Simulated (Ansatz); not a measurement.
Several settings on one geometry of SnFH3 (SnH3F) (that of the charge 0 singlet, B3LYP-D4/def2-TZVP). Ansatz on 4 threads of Arm Neoverse V2 on a shared host; times are rough.

```xyz
5

Sn   -0.001    0.001   -0.130
F     0.010   -0.019    1.811
H     1.647    0.011   -0.570
H    -0.832    1.432   -0.541
H    -0.824   -1.426   -0.570
```

Totals from different functionals, basis sets or treatments of relativity can't be compared as stabilities.

In the def2 sets Sn takes a core potential; there is no spin–orbit coupling.

Scalar relativity in a set contracted without it gives distorted totals.

Give the basis size and estimate the energy, ⟨S²⟩ and time of these runs.

| run | method | charge | state | further keys |
| --- | --- | --- | --- | --- |
| 1 | RKS r2SCAN0/def2-SVPD | 0 | singlet | scf: {lower_state_search: off} |
| 2 | RKS r2SCANh/def2-SVP | 0 | singlet | – |
| 3 | RKS revPBE/def2-TZVP | 0 | singlet | pseudopotentials: {relativity: scalar}; scf: {omitted_lower_state_checks: [starts]} |


| run | functions | energy (Eh) | ⟨S²⟩ | wall time |
| --- | --- | --- | --- | --- |
| 1 | 79 | -315.8595 | – | 0.65 s |
| 2 | 55 | -315.8702 | – | 0.8 s |
| 3 | 99 | -316.0888 | – | 0.45 s |
